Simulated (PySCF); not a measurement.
## ¹⁷O chemical shifts

PySCF 2.14.0 with density-fitted response routines calculation with GIAO PBE0/pcSseg-1 shieldings and GFN2-xTB structure; a single conformation, isolated molecule, no relativistic terms, averaged over atoms made equivalent by symmetry, fast rotation or ring inversion.

Shieldings were converted by a linear fit to measured shifts: ¹⁷O: δ = 266.70 − 0.911σ (rms 10.7 ppm, 155 shifts, 12.2 ppm with the 3 outliers that the fit left out vs liquid water, solution or neat liquid). Occasional misses reach two or three times the rms, and more in compound classes unlike the fitted ones.

Q: Give the ¹⁷O shifts of `O=C1CO[C@@H]1[C@H](F)CF`, `COc1ccco1`, `C#CC[P@@](=O)(C#CC)C=C`, `COc1ccoc1`, `COC(=O)/C=C/C(F)F`, `CC#C[P@@]1(=O)C=CC(C)=C1`, `COc1ccco1`.

A: 
| compound | environment | δ (ppm) |
| --- | --- | --- |
| [O:1]=[C:2]1[CH2:3][O:4][C@@H:5]1[C@H:6]([F:7])[CH2:8][F:9] | O1: ketone oxygen | 560.8 |
| [O:1]=[C:2]1[CH2:3][O:4][C@@H:5]1[C@H:6]([F:7])[CH2:8][F:9] | O4: ether oxygen | -30.1 |
| [CH3:1][O:2][c:3]1[cH:4][cH:5][cH:6][o:7]1 | O7: aromatic ring oxygen | 212.9 |
| [CH3:1][O:2][c:3]1[cH:4][cH:5][cH:6][o:7]1 | O2: ether oxygen | 44.8 |
| C#CC[P@@](=O)(C#CC)C=C | P=O oxygen | 50.3 |
| [CH3:1][O:2][c:3]1[cH:4][cH:5][o:6][cH:7]1 | O6: aromatic ring oxygen | 206.7 |
| [CH3:1][O:2][c:3]1[cH:4][cH:5][o:6][cH:7]1 | O2: ether oxygen | 28.2 |
| [CH3:1][O:2][C:3](=[O:4])/[CH:5]=[CH:6]/[CH:7]([F:8])[F:9] | O4: ester carbonyl oxygen | 340.5 |
| [CH3:1][O:2][C:3](=[O:4])/[CH:5]=[CH:6]/[CH:7]([F:8])[F:9] | O2: ester alkoxy oxygen | 140.5 |
| CC#C[P@@]1(=O)C=CC(C)=C1 | P=O oxygen | 37.5 |
| [CH3:1][O:2][c:3]1[cH:4][cH:5][cH:6][o:7]1 | O7: aromatic ring oxygen | 212.9 |
| [CH3:1][O:2][c:3]1[cH:4][cH:5][cH:6][o:7]1 | O2: ether oxygen | 44.8 |
